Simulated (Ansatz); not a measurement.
Reaction (formal exchange of groups at the Se–Si bond): `CO[SiH](C)[SeH]` + ethane → `CC[SeH]` + `CO[SiH2]C`

Calculated with Ansatz (gas phase, PBE0-D4/def2-TZVP geometries, no zero-point term in ΔE). CCSD(T)/CBS adds triple-zeta CCSD(T) − MP2 to the extrapolated MP2 energy (def2 sets, frozen cores). This one scheme is used for every species. DFT in def2-TZVPP. For Se outer-core shells are correlated without core-valence functions, which leaves a few kJ/mol of doubt a bond. Scalar relativity is left out up to krypton. Each species was taken in one conformer, which may not be the lowest.

`CO[SiH](C)[SeH]`:

```xyz
13

C     0.969   -1.603   -1.036
O     0.925   -0.591   -0.058
Si   -0.261    0.536    0.036
C     0.087    1.552    1.544
Se   -2.339   -0.405    0.253
H     0.100   -2.265   -0.958
H     1.874   -2.192   -0.877
H     1.001   -1.182   -2.048
H    -0.297    1.330   -1.222
H    -0.612    2.387    1.616
H    -0.004    0.944    2.448
H     1.105    1.947    1.502
H    -2.547   -0.458   -1.199
```

`CC`:

```xyz
8

C     0.385   -0.088    0.648
C    -0.385    0.088   -0.648
H     1.403   -0.440    0.463
H     0.459    0.852    1.200
H    -0.099   -0.816    1.304
H    -1.403    0.440   -0.463
H    -0.459   -0.852   -1.200
H     0.099    0.816   -1.304
```

`CC[SeH]`:

Z-matrix (Å, degrees):
```
C
C 1 1.512
H 1 1.091 2 111.2
H 1 1.095 2 110.4 3 120.3
H 1 1.092 2 111.2 3 -120.1
Se 2 1.958 1 114.0 3 57.4
H 2 1.090 1 112.1 3 -179.9
H 2 1.092 1 111.4 3 -59.4
H 6 1.469 2 95.0 1 63.4
```

`CO[SiH2]C`:

Z-matrix (Å, degrees):
```
C
O 1 1.406
H 1 1.092 2 108.4
H 1 1.097 2 111.7 3 -119.3
H 1 1.096 2 111.6 3 119.1
Si 2 1.646 1 122.9 3 170.6
C 6 1.864 2 112.5 1 66.4
H 6 1.493 2 109.3 1 -54.7
H 6 1.483 2 105.4 1 -172.6
H 7 1.093 6 111.6 2 -62.6
H 7 1.093 6 111.1 2 58.5
H 7 1.094 6 110.0 2 178.1
```

(1) Is it downhill or uphill in electronic energy at CCSD(T)/CBS, and by how much? (Estimate.)

(2) What do these levels give: PBE-D4, CCSD/def2-TZVPP, MP2/def2-QZVPP, SCS-MP2/def2-QZVPP, HF/CBS(def2), MP2/CBS(def2)? (An estimate is asked.)

Largest T1 diagnostic among the species: 0.010.

Answers

(1) Ansatz gave: Uphill: ΔE = +122.7 kJ/mol.

(2) Computed: PBE-D4 123.7, CCSD/def2-TZVPP 117.3, MP2/def2-QZVPP 124.1, SCS-MP2/def2-QZVPP 118.6, HF/CBS(def2) 117.1, MP2/CBS(def2) 126.4 kJ/mol.

The D4 term adds +3.8 kJ/mol with B3LYP and +2.3 kJ/mol with PBE0; it sums over pairs of atoms, weighted by their polarisabilities, and B3LYP, whose exchange is more repulsive, gets the larger term.

B3LYP here is the variant with VWN-RPA as its local correlation; programs differ in this.
